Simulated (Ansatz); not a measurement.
A structure relaxed at PBE-D4/def2-SVPD in Ansatz, charge -1, singlet:

Cartesian coordinates in Å:
```
Ru -0.750 -1.042 0.838
Ru 0.972 -0.744 -0.923
Al 1.260 0.426 1.305
Al -1.463 0.740 2.253
Al 2.043 1.346 -1.333
Al -1.303 -1.671 -1.558
Al -0.759 0.945 -0.583
```

(1) Give its formula and point group.

(2) Summarise the bond lengths by kind (pairs closer than 1.2 times the sum of covalent radii, bridged metal pairs left out).

Results:

(1) Al₅Ru₂⁻. Point group Cs (tolerance 0.1 Å).

(2) 8 × Al–Ru 2.38 to 2.54 Å; 4 × Al–Al 2.81 to 2.90 Å; 1 × Ru–Ru 2.48 Å.

In the def2 sets Ru takes a core potential; there is no spin–orbit coupling. The restricted singlet is unstable towards broken spin symmetry in Hartree–Fock (as tested in another run); at PBE-D4/def2-SVPD this wasn't settled. Another isomer (singlet) lies 0.51 eV lower at PBE0-D4/def2-TZVPD; other spin states weren't run for this one.
